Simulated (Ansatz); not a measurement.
Start from `CC[CH2][GeH3]` and change one atom or group to get `CCC[TeH]`.

Ansatz, PBE0-D4/def2-TZVP geometries, multiplicity 1. Each molecule was computed in one conformer, which needn't be the lowest.

Elements past krypton have def2 core potentials. Scalar relativity is left out up to krypton. Spin–orbit coupling is left out; it splits and shifts lone-pair levels of the heavy atoms by tenths of an eV.

```tsv
property	`CC[CH2][GeH3]`
size of the dipole moment (B3LYP/def2-TZVPP) / D	0.86
LUMO energy (PBE0/def2-TZVPP) / eV	0.84
HOMO–LUMO gap (PBE/def2-TZVPP) / eV	7.10
HOMO–LUMO gap (ωB97M-V/def2-TZVPP) / eV	12.78
LUMO energy (B3LYP/def2-TZVPP) / eV	0.54
LUMO energy (PBE/def2-TZVPP) / eV	0.05
```

Question: Give the same properties after the change, and the shifts. (Best estimate.)

Answer: The calculation gave: 
```
                                        property  `CCC[TeH]`  shift
size of the dipole moment (B3LYP/def2-TZVPP) / D        1.46   0.60
              LUMO energy (PBE0/def2-TZVPP) / eV       -0.54  -1.38
             HOMO–LUMO gap (PBE/def2-TZVPP) / eV        3.59  -3.51
         HOMO–LUMO gap (ωB97M-V/def2-TZVPP) / eV        9.37  -3.41
             LUMO energy (B3LYP/def2-TZVPP) / eV       -0.78  -1.32
               LUMO energy (PBE/def2-TZVPP) / eV       -1.37  -1.42
```

With PBE0 the HOMO rises by 2.26 eV and the LUMO falls by 1.38 eV, so the gap narrows by about 3.64 eV. PBE moves the HOMO by 2.09 eV and ωB97M-V by 2.32 eV. Dipoles are sizes alone; their direction can turn.

Positive LUMOs are unbound, so they and the gaps depend on the basis.

B3LYP here is the variant with VWN-RPA as its local correlation; programs differ in this.
